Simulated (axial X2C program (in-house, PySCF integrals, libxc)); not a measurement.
**CoBr⁺: the levels of the configuration d7 s0 p(π)0**

Computed with an axial X2C code built on PySCF integrals: two-component X2C with atomic mean-field Coulomb and Gaunt terms, basis Co dyall-v3z, Br dyall-v3z (cores contracted in-house). Orbitals come from Hartree–Fock averaged over the configuration Co d7 s0 p(π)0; CI then distributes these electrons over the d, s, p(π) shells of Co.

R = 2.252 Å (near the minimum of the configuration average).

Active spinors (ω > 0):

| shell | ω | ε (eV) | character |
| --- | --- | --- | --- |
| d | 3/2 | -19.22 | 100% Co d |
| d | 5/2 | -19.07 | 100% Co d |
| d | 1/2 | -18.85 | 97% Co d |
| d | 3/2 | -18.72 | 97% Co d |
| d | 1/2 | -18.49 | 94% Co d |
| s | 1/2 | -7.06 | 60% Co s, 31% Co p, 7% Br p |
| p(π) | 1/2 | -3.80 | 91% Co p, 4% Br p |
| p(π) | 3/2 | -3.76 | 91% Co p, 4% Br p |

Lowest levels of this model:

| Ω | energy (cm⁻¹) | g∥ | configuration |
| --- | --- | --- | --- |
| 9/2 | 0 | 12.00 | 100% d7 |
| 7/2 | 377 | 8.32 | 100% d7 |
| 5/2 | 746 | 5.02 | 100% d7 |
| 3/2 | 1015 | 3.18 | 100% d7 |
| 1/2 | 1083 | 1.25 | 100% d7 |
| 7/2 | 1315 | 9.69 | 100% d7 |
| 5/2 | 1327 | 6.17 | 100% d7 |
| 3/2 | 1457 | 1.75 | 100% d7 |
| 1/2 | 1791 | 0.88 | 100% d7 |
| 3/2 | 1949 | 3.33 | 100% d7 |
| 5/2 | 2068 | 6.81 | 100% d7 |
| 1/2 | 2317 | 0.90 | 100% d7 |
| 3/2 | 2521 | 3.74 | 100% d7 |
| 1/2 | 2746 | 0.98 | 100% d7 |
| 5/2 | 18759 | 5.87 | 100% d7 |
| 7/2 | 18979 | 7.97 | 100% d7 |
| 9/2 | 19797 | 9.99 | 100% d7 |
| 7/2 | 20520 | 6.03 | 100% d7 |

g∥ is the magnitude of 2⟨Lz + ge Sz⟩ for the +Ω component.

(1) From Ω and g∥ of the lowest level, whose 2⟨Lz + ge Sz⟩ is positive, find ⟨Sz⟩ and ⟨Lz⟩ (ge = 2.0023).

Occupations of the active spinors in the lowest level by ω, shell by shell in order of energy: -5/2: 0.00; -3/2: 0.99 0.01 0.00; -1/2: 0.97 0.03 0.00 0.00; 1/2: 1.00 1.00 0.00 0.00; 3/2: 1.00 1.00 0.00; 5/2: 1.00. The leading determinant has weight 0.96 among 463.

This point took 2.7 s on 1 thread of Arm Neoverse V1 (shared host).

Dynamic correlation is missing, so gaps between terms are too wide and other configurations may lie lower; the lowest level listed is that of this model, not necessarily the ground state. For d shells the ligand-field splittings (σ, π, δ) and their order can be off by a thousand cm⁻¹ or more. At most 4 roots were kept for each Ω > 0 (twice that for Ω = 0) within 3.2 eV of the lowest, so higher up levels can be missing between those listed; levels with Ω > 0 are doubly degenerate and listed once, Ω = 0 levels singly. States that fill the shells left empty in the average are placed too high.

Results:

(1) Ω = ⟨Lz⟩ + ⟨Sz⟩ = 9/2 and ⟨Lz⟩ + ge⟨Sz⟩ = 6.000, so ⟨Sz⟩ = 1.50 and ⟨Lz⟩ = 3.00.
